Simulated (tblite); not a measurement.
C6H14O.
Bonds: C1–C2, C2–C3, C3–O4, O4–C5, C5–C6, C5–C7. Hydrogens: H8, H9, H10 on C1; H11, H12 on C2; H13, H14 on C3; H15 on C5; H16, H17, H18 on C6; H19, H20, H21 on C7.

Computed with GFN2-xTB (tblite), gas phase: Langevin dynamics at 300 K from the optimised GFN2-xTB geometry, time step 0.5 fs, friction 0.01 fs⁻¹, 2000 steps. Over the second half of the run the saved frames average 270 K.

The optimised geometry, where the run starts:
```
atom  x, y, z in Å
C1      3.336    0.089   -0.047
C2      2.031   -0.440    0.533
C3      0.817    0.174   -0.158
O4     -0.346   -0.349    0.440
C5     -1.556    0.302    0.098
C6     -2.002   -0.005   -1.335
C7     -2.600   -0.172    1.105
H8      3.400   -0.131   -1.110
H9      3.405    1.167    0.085
H10     4.184   -0.373    0.451
H11     1.973   -0.213    1.598
H12     1.980   -1.523    0.421
H13     0.845   -0.060   -1.233
H14     0.836    1.271   -0.049
H15    -1.415    1.393    0.200
H16    -2.090   -1.080   -1.469
H17    -1.288    0.382   -2.057
H18    -2.968    0.457   -1.525
H19    -2.720   -1.248    1.024
H20    -3.555    0.311    0.916
H21    -2.275    0.064    2.114
```

t = 225 fs, T = 357 K, E(pot) 0.677 eV above the start
```
atom  x, y, z in Å  |  force x, y, z in eV/Å
C1      3.146   -0.212    0.064    0.523   0.023  -0.649
C2      1.755   -0.379    0.619    0.245   0.220  -0.523
C3      0.688    0.213   -0.309   -0.865  -0.469   0.446
O4     -0.480    0.217    0.537   -0.075  -0.444  -0.770
C5     -1.777    0.297   -0.072    0.894   0.282  -1.210
C6     -2.095   -0.841   -1.034   -0.998  -0.835  -0.955
C7     -2.783    0.448    1.052    2.177  -0.399   0.601
H8      3.200   -0.867   -0.815    0.393   0.019   0.211
H9      3.251    0.804   -0.344    0.416  -0.204   0.549
H10     3.937   -0.495    0.798   -0.648   0.453  -0.714
H11     1.683    0.006    1.625   -0.257   0.443   0.131
H12     1.577   -1.424    0.662   -0.395  -1.075   0.328
H13     0.539   -0.426   -1.238    0.186   0.633   0.997
H14     0.932    1.242   -0.618   -0.083  -0.103   0.011
H15    -1.735    1.141   -0.763   -0.252   0.980   0.285
H16    -1.884   -1.756   -0.501    0.034  -0.480  -0.234
H17    -1.542   -0.784   -1.989    0.265  -0.062   0.696
H18    -3.160   -0.896   -1.436    1.018   0.406   1.135
H19    -2.966   -0.543    1.466   -0.552   0.243  -0.171
H20    -3.576    0.993    0.642   -1.413   0.352   0.084
H21    -2.233    1.003    1.834   -0.614   0.015  -0.246
```

t = 250 fs, T = 258 K, E(pot) 0.821 eV above the start
```
atom  x, y, z in Å  |  force x, y, z in eV/Å
C1      3.113   -0.326    0.116   -0.520   0.665  -3.087
C2      1.688   -0.193    0.570    0.926  -0.005   3.076
C3      0.575    0.151   -0.320   -0.647   1.338  -1.650
O4     -0.564    0.173    0.488   -0.250  -0.348   0.573
C5     -1.819    0.344   -0.140    0.690  -0.284  -0.271
C6     -2.111   -0.873   -0.974   -1.044  -1.643   0.213
C7     -2.827    0.462    1.020   -0.296  -0.780  -0.549
H8      3.287   -1.077   -0.699   -0.259   0.391   0.822
H9      3.358    0.661   -0.346    0.405  -0.711   0.481
H10     3.667   -0.550    0.971    1.195  -0.203   0.849
H11     1.805    0.626    1.370   -0.732  -0.896  -0.827
H12     1.409   -1.101    1.138   -0.043   0.230  -0.270
H13     0.506   -0.501   -1.230   -0.088   0.109   0.714
H14     0.667    1.203   -0.692    0.353  -0.305  -0.296
H15    -1.747    1.174   -0.877   -0.339   0.387   0.749
H16    -1.955   -1.766   -0.321    0.193   0.479  -0.805
H17    -1.677   -0.972   -1.958    1.013   0.089   0.173
H18    -3.148   -0.894   -1.248   -0.980   0.116   0.230
H19    -3.019   -0.568    1.475    0.217   1.371  -0.759
H20    -3.764    0.880    0.598    0.529  -0.210   0.680
H21    -2.366    1.067    1.792   -0.324   0.211  -0.047
```

t = 300 fs, T = 360 K, E(pot) 0.702 eV above the start
```
atom  x, y, z in Å  |  force x, y, z in eV/Å
C1      3.027   -0.286    0.073    0.758   0.428   1.270
C2      1.719    0.151    0.786    0.577  -0.922  -1.196
C3      0.526    0.033   -0.168   -0.252   0.950  -1.107
O4     -0.668    0.130    0.567   -0.113  -0.350   0.607
C5     -1.938    0.302   -0.053    1.215  -1.390  -2.319
C6     -2.410   -0.949   -0.893   -0.440   0.332  -0.443
C7     -2.930    0.566    1.000   -0.800   1.228   0.813
H8      2.764   -1.155   -0.513    0.496  -0.109  -0.185
H9      3.460    0.527   -0.554   -0.486  -0.725   0.362
H10     3.831   -0.559    0.863   -1.309   0.360  -1.310
H11     1.840    1.125    1.166   -0.089   1.223   0.431
H12     1.542   -0.521    1.603   -0.189  -0.335   0.436
H13     0.622   -0.915   -0.718   -0.253  -0.180   0.138
H14     0.535    0.836   -0.986    0.124  -0.518   0.838
H15    -1.802    1.148   -0.815   -0.487  -0.606   0.779
H16    -2.705   -1.843   -0.369    0.240  -0.017   1.023
H17    -1.625   -1.265   -1.549    0.482   0.023  -0.511
H18    -3.315   -0.771   -1.514    0.697   0.603   0.300
H19    -3.001   -0.135    1.809    0.818  -0.604   0.335
H20    -3.922    0.472    0.572   -0.195   0.879  -0.185
H21    -2.656    1.543    1.434   -0.793  -0.272  -0.077
```

t = 325 fs, T = 301 K, E(pot) 0.724 eV above the start
```
atom  x, y, z in Å  |  force x, y, z in eV/Å
C1      2.940   -0.203   -0.020   -0.238  -1.297   1.434
C2      1.649    0.164    0.724    0.314   1.227  -0.412
C3      0.393   -0.037   -0.115   -0.207   0.306  -0.408
O4     -0.785    0.237    0.641    1.026   0.144   0.037
C5     -2.016    0.361   -0.044    1.537  -2.097  -1.884
C6     -2.394   -0.948   -0.812   -0.133  -1.332   1.256
C7     -2.987    0.594    1.032   -1.412   0.776   0.068
H8      2.815   -1.241   -0.404    0.507   0.924  -0.144
H9      3.182    0.560   -0.732    0.040  -0.182  -0.648
H10     3.725   -0.195    0.764   -0.186  -0.181  -0.683
H11     1.779    1.242    0.864   -0.463   0.092   0.473
H12     1.611   -0.292    1.705   -0.287  -0.324  -0.051
H13     0.322   -1.051   -0.480    0.185  -0.715  -0.056
H14     0.505    0.587   -1.046   -0.417  -0.025   0.667
H15    -1.889    1.150   -0.788   -0.349   0.414  -0.100
H16    -2.709   -1.685   -0.031    0.242   0.419  -0.339
H17    -1.628   -1.512   -1.373   -0.139   0.953   0.084
H18    -3.274   -0.830   -1.420   -0.060   0.406  -0.380
H19    -2.769    0.008    1.879    0.956  -0.350   1.130
H20    -3.991    0.259    0.833   -0.524   0.371  -0.753
H21    -2.939    1.647    1.218   -0.391   0.471   0.710
```

t = 525 fs, T = 258 K, E(pot) 0.550 eV above the start
```
atom  x, y, z in Å  |  force x, y, z in eV/Å
C1      2.442   -0.035   -0.503   -0.718   1.268  -1.296
C2      1.243    0.573    0.220   -0.759   1.216  -0.940
C3     -0.065    0.044   -0.382    0.278  -0.965   0.443
O4     -1.125    0.530    0.384   -0.772   0.542  -0.231
C5     -2.470    0.572   -0.176    1.494  -0.356  -0.794
C6     -3.039   -0.846   -0.194   -0.770   0.324  -0.226
C7     -3.203    1.522    0.757    0.375   0.699   0.906
H8      2.577   -1.090   -0.371    0.226  -0.189   0.665
H9      2.299    0.076   -1.607    0.043   0.092   0.680
H10     3.254    0.619   -0.237    0.793  -0.502   0.113
H11     1.156    1.692    0.060    0.609  -1.000   0.151
H12     1.289    0.432    1.293   -0.116  -0.310   0.075
H13     0.008   -1.057   -0.324   -0.316  -0.143   0.003
H14    -0.139    0.278   -1.452   -0.087   0.363   0.056
H15    -2.389    0.875   -1.292   -0.174   0.173   1.462
H16    -3.181   -1.216    0.816   -0.056   0.002   0.034
H17    -2.362   -1.524   -0.717   -0.237   0.136  -0.045
H18    -4.016   -0.774   -0.712    0.506  -0.423   0.273
H19    -2.987    1.154    1.814    0.005   0.791  -1.302
H20    -4.278    1.528    0.679   -0.327  -0.314  -0.425
H21    -2.893    2.602    0.602    0.003  -1.405   0.397
```

t = 900 fs, T = 253 K, E(pot) 0.682 eV above the start
```
atom  x, y, z in Å  |  force x, y, z in eV/Å
C1      2.213    0.821   -1.068    2.322  -1.101   1.753
C2      1.275    1.309   -0.008   -0.634  -0.532   1.674
C3     -0.083    0.633   -0.147   -0.307  -0.966   0.712
O4     -1.067    1.487    0.362   -0.384   0.038   0.130
C5     -2.402    1.012    0.252   -0.223   0.832  -1.635
C6     -2.888    0.197    1.401   -0.998  -2.140  -0.370
C7     -3.303    2.268    0.102    1.290   0.527   1.224
H8      2.341   -0.272   -0.976   -0.647   0.235  -0.515
H9      1.822    1.163   -1.976   -0.072   0.035  -1.415
H10     3.291    1.119   -0.917   -1.156   0.495  -0.199
H11     1.075    2.355   -0.110    0.111   0.780  -0.042
H12     1.530    1.111    1.066    0.540   0.294  -0.964
H13    -0.113   -0.336    0.431    0.192   0.458  -0.418
H14    -0.297    0.384   -1.180   -0.141  -0.037  -0.570
H15    -2.495    0.351   -0.672    0.189   0.809   0.489
H16    -3.148    0.813    2.218   -0.280   0.416   0.882
H17    -2.152   -0.531    1.678    0.724  -0.160   0.449
H18    -3.752   -0.490    1.109    0.654   1.281   0.247
H19    -3.167    2.980    0.968   -0.353  -1.235  -0.270
H20    -4.300    1.915    0.014   -0.758   0.208  -0.146
H21    -2.974    2.924   -0.678   -0.068  -0.238  -1.019
```

t = 975 fs, T = 331 K, E(pot) 0.584 eV above the start
```
atom  x, y, z in Å  |  force x, y, z in eV/Å
C1      2.278    0.689   -1.218    0.934  -0.222  -0.350
C2      1.296    1.487   -0.379   -1.220   0.118  -1.093
C3     -0.085    0.798   -0.456   -0.571  -0.195  -0.766
O4     -1.069    1.727   -0.011    0.449  -0.557   0.393
C5     -2.402    1.246    0.072    1.249  -1.862   0.394
C6     -2.628    0.285    1.262   -1.038   1.769   0.577
C7     -3.264    2.387    0.278    0.002   2.983   1.114
H8      2.414   -0.301   -0.761    0.103   0.258  -0.057
H9      1.916    0.483   -2.255    0.213   0.505   0.797
H10     3.285    1.187   -1.273   -1.018  -0.446   0.015
H11     1.135    2.515   -0.790    0.328  -0.695   0.385
H12     1.565    1.536    0.664    0.325   0.148   0.169
H13    -0.076   -0.193    0.086   -0.116   0.955  -0.127
H14    -0.366    0.551   -1.529    0.484   0.096   0.695
H15    -2.679    0.780   -0.858    0.064  -0.784  -0.714
H16    -2.554    0.852    2.207    0.593   0.040  -0.294
H17    -1.934   -0.500    1.305    0.332  -1.189  -0.122
H18    -3.693    0.051    1.298    0.300  -0.861  -0.483
H19    -2.878    2.839    1.218   -0.527   0.139  -0.315
H20    -4.293    2.113    0.432   -0.302   0.146  -0.328
H21    -3.078    3.154   -0.490   -0.582  -0.346   0.110
```

t = 1000 fs
```
atom  x, y, z in Å
C1      2.228    0.585   -1.181
C2      1.358    1.536   -0.413
C3     -0.069    0.909   -0.500
O4     -1.111    1.799   -0.178
C5     -2.410    1.273   -0.015
C6     -2.499    0.188    1.154
C7     -3.212    2.513    0.279
H8      2.263   -0.400   -0.710
H9      1.903    0.534   -2.216
H10     3.263    1.058   -1.281
H11     1.420    2.514   -0.892
H12     1.562    1.638    0.684
H13    -0.027   -0.010    0.133
H14    -0.308    0.656   -1.587
H15    -2.704    0.760   -0.879
H16    -2.049    0.604    2.078
H17    -1.932   -0.707    0.913
H18    -3.587    0.122    1.428
H19    -2.792    2.836    1.242
H20    -4.261    2.281    0.431
H21    -3.102    3.296   -0.444
```

Task: Estimate the potential energy and the forces of this last frame.

Result: 0.733 eV above the start.

```csv
atom,Fx (eV/Å),Fy (eV/Å),Fz (eV/Å)
C1,2.148,0.784,-0.214
C2,-1.590,-0.123,0.652
C3,-0.120,0.061,-1.255
O4,0.748,0.214,0.906
C5,0.993,-0.588,1.810
C6,-0.567,2.073,0.461
C7,-0.353,-0.317,1.459
H8,0.200,0.229,-0.291
H9,-0.293,-0.329,0.078
H10,-0.948,-0.952,0.479
H11,-0.324,0.011,0.212
H12,0.285,-0.078,-0.993
H13,-0.351,0.518,-0.452
H14,0.645,-0.416,0.875
H15,-0.600,-0.733,-1.736
H16,0.048,-0.037,-0.516
H17,-0.763,-0.090,-0.097
H18,1.112,-0.736,-0.639
H19,-0.319,0.407,-0.260
H20,-0.115,0.018,-0.113
H21,0.164,0.084,-0.367
```

The bond farthest from its length at the start is C5–C6 (1.599 against 1.531 Å), and half the difference of its two atoms' forces along it is -1.35 eV/Å (positive lengthens). The largest atomic force is 2.30 eV/Å.

What follows is the cost of the whole dynamics run. The run took 18 s wall on one thread of an Arm Neoverse N1 (shared host), and the process peaked at 0.18 GiB of memory.
